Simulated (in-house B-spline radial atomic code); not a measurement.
The numbers below are computed, except where a source is named.
**Building a PAW s channel for Cd, r_c = 2.94 bohr**

Cd, [Kr] 4d10 5s2, non-relativistic LDA (VWN5), spherical and spin-unpolarised, from a B-spline radial code for spherical atoms (atomic units; all potentials screened as in the neutral atom).

Two all-electron partial waves φ1, φ2 are integrated outwards at E1 = ε(5s) = -0.204228 and E2 = E1 + 2 hartree; φ1 is the bound orbital and φ2 has unit norm inside r_c = 2.9356 bohr. Smooth partners are polynomials, r^1(a0 + a1 r² + a2 r⁴ + a3 r⁶), matched to φ and three derivatives at r_c, with no condition on the norm. The local potential is -2.48656 + (0.6752) r² + (-0.0765475) r⁴ + (0.00317462) r⁶ inside 2.4956 bohr and the all-electron one outside.

| wave | φ(r_c) | φ'(r_c) | a0 | a1 | a2 | a3 |
| --- | --- | --- | --- | --- | --- | --- |
| 1 | 0.5996106 | -0.1347244 | 0.4319974 | -0.0318196 | 0.0004670805 | 1.841003e-05 |
| 2 | 1.010361 | 0.1076487 | -2.5426 | 0.8594349 | -0.08125141 | 0.002366501 |

Inside r_c the overlaps are <φi φj> = [[0.54353, -0.05017], [-0.05017, 1.00000]] and, for the smooth waves, [[0.71994, -0.73946], [-0.73946, 3.83638]]. With χj = (Ej − T − V_local) applied to smooth wave j, the program's quadrature gives the matrix B_ij = <smooth i, χj> as [[0.38048, -2.53197], [-1.15339, 8.81068]].

(1) Check the match of the first wave, and find the augmentation charges q_ij.

(2) B isn't symmetric. Show that D_ij = B_ij + Ej q_ij is.

Solving (T + V_local + Σ p D p) ψ = E (1 + Σ p q p) ψ in a sphere of 9 bohr, whose wall lifts the free-atom level a little, gives these levels:

```tsv
all-electron	one projector	two projectors
-0.203836	-0.203836	-0.203836
0.092119	0.088855	0.091937
0.441489	0.398934	0.440563
0.953055	0.673304	0.951399
1.615470	1.079930	1.615190
```

(3) What does the second projector gain?

Results:

(1) At r_c the four terms are 1.26817, -0.80498, 0.10183, 0.03459, which sum to 0.5996, φ1(r_c) to rounding. q_ij is the all-electron overlap less the smooth one: [[-0.17641, 0.68929], [0.68929, -2.83638]]. The smooth first wave has a norm of 0.7199 inside r_c against 0.5435, so q11 is negative and must stay small enough for the overlap operator to be positive.

(2) Integrating by parts gives B12 − B21 = (E1 − E2) q12: -2.53197 − (-1.15339) = -1.37858, and −2 × (0.68929) = -1.37858. So D12 = -2.53197 + (1.795772)(0.68929) = -1.29416 and D21 = -1.15339 + (-0.204228)(0.68929) = -1.29416; D11 = 0.41651, D22 = 3.71719. The projectors, p = (B⁻¹)ᵀ χ, are dual to the smooth waves; det B = 0.43.

(3) With one projector the errors are 0.00, -3.26, -42.56 millihartree, and the level at 0.6733 is out of step with the all-electron series: an extra state, or one far too low, so the pairing ends there; skipping it, the next levels are off by +126.9 millihartree. With two the errors are 0.00, -0.18, -0.93, -1.66, -0.28 millihartree. The scattering is exact at E1 and at E2 = 1.796, and over all levels compared the largest error is 1.7 millihartree. The lowest eigenvalue of the overlap operator is 0.5171 with one and 0.1173 with two projectors. The smooth orbital alone needs a cutoff of 0.871 hartree for 1 millihartree of kinetic energy, against 5.51 for a norm-conserving Troullier-Martins orbital of the same radius; part of the gain comes from giving up the norm, part from the simpler form.
